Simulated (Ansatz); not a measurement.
`BB(N)S[SiH3]` and `BB(N)[SiH3]` differ in one atom or group.

Ansatz, PBE0-D4/def2-TZVP geometries, multiplicity 1. Each molecule was computed in one conformer, which needn't be the lowest. `BB(N)S[SiH3]` holds a close contact that its SMILES doesn't draw: S···B 2.23 Å.

```
                                          property  `BB(N)S[SiH3]`
size of the dipole moment (ωB97M-V/def2-TZVPP) / D            3.43
              HOMO–LUMO gap (PBE0/def2-TZVPP) / eV            6.86
  size of the dipole moment (B3LYP/def2-TZVPP) / D            3.40
           HOMO–LUMO gap (ωB97M-V/def2-TZVPP) / eV           10.87
             HOMO–LUMO gap (B3LYP/def2-TZVPP) / eV            6.48
             LUMO energy (ωB97M-V/def2-TZVPP) / eV            1.54
```

What does the change do to each property? (Estimate.)

The calculation gave: 
```
                                          property  `BB(N)[SiH3]`  shift
size of the dipole moment (ωB97M-V/def2-TZVPP) / D           2.51  -0.92
              HOMO–LUMO gap (PBE0/def2-TZVPP) / eV           5.55  -1.31
  size of the dipole moment (B3LYP/def2-TZVPP) / D           2.48  -0.92
           HOMO–LUMO gap (ωB97M-V/def2-TZVPP) / eV           9.51  -1.36
             HOMO–LUMO gap (B3LYP/def2-TZVPP) / eV           5.17  -1.31
             LUMO energy (ωB97M-V/def2-TZVPP) / eV           0.12  -1.42
```

With PBE0 the HOMO falls by 0.08 eV and the LUMO falls by 1.38 eV, so the gap narrows by about 1.30 eV. PBE moves the HOMO by -0.08 eV and ωB97M-V by -0.07 eV. The zero-point energy changes by -8.8 kJ/mol with -3 modes. Dipoles are sizes alone; their direction can turn.

Positive LUMOs are unbound, so they and the gaps depend on the basis.

B3LYP here is the variant with VWN-RPA as its local correlation; programs differ in this.
